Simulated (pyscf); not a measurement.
## •HC=CH–C≡N, doublet

Gas-phase minimum from PySCF at ωB97X-D3(BJ)/def2-SVP, one conformer. •HC=CH–C≡N lies 7.5 kcal/mol over its isomer H₂C=C•–C≡N, and others may lie lower still (electronic energy, ωB97M-D3(BJ)). 

```
C
C 1 1.3204
H 2 1.0919 1 138.01
H 1 1.0981 2 121.48 3 180.00
C 1 1.4469 4 116.53 2 -179.99
N 5 1.1576 4 153.27 1 -179.99
```
Charge 0, spin multiplicity 2.

Properties at ωB97X-D3(BJ)/def2-SVP:

```json
{
 "harmonic_wavenumbers_unscaled": "223, 385, 534, 751, 847, 880, 993, 1239, 1692, 2419, 3181, 3282 cm⁻¹",
 "zero_point_energy": "23.5 kcal/mol",
 "rotational_symmetry_number": "1",
 "Entropy of this conformer at 298 K and 1 atm, rigid rotor and harmonic oscillator, modes under 100 cm⁻¹ raised to 100": "278.1 J/(mol K)",
 "dipole_moment": "3.12 D",
 "Spin expectation value S2": "0.766"
}
```

Single-point totals, which compare only within one level (frozen core for MP2 and CC):

```tsv
level	total energy (hartree)
ωB97X-D3(BJ)/def2-TZVP	-170.26379
PBE/def2-TZVP	-169.99372
r²SCAN/def2-TZVP	-170.10790
B3LYP-D3(BJ)/def2-TZVP	-170.21661
PBE0-D3(BJ)/def2-TZVP	-170.00023
M06-2X/def2-TZVP	-170.13414
ωB97M-D3(BJ)/def2-TZVP	-170.25817
UHF/def2-TZVPP	-169.18689
MP2/def2-TZVPP	-169.77341
CCSD/def2-TZVPP	-169.81235
CCSD(T)/def2-TZVPP	-169.84542
```

The CCSD(T) − MP2 part came from Ansatz, without density fitting, on the same reference. An open-shell T1 diagnostic exceeds 0.045. A UHF reference is spin-contaminated (<S²> up to 1.15), which harms MP2 most.
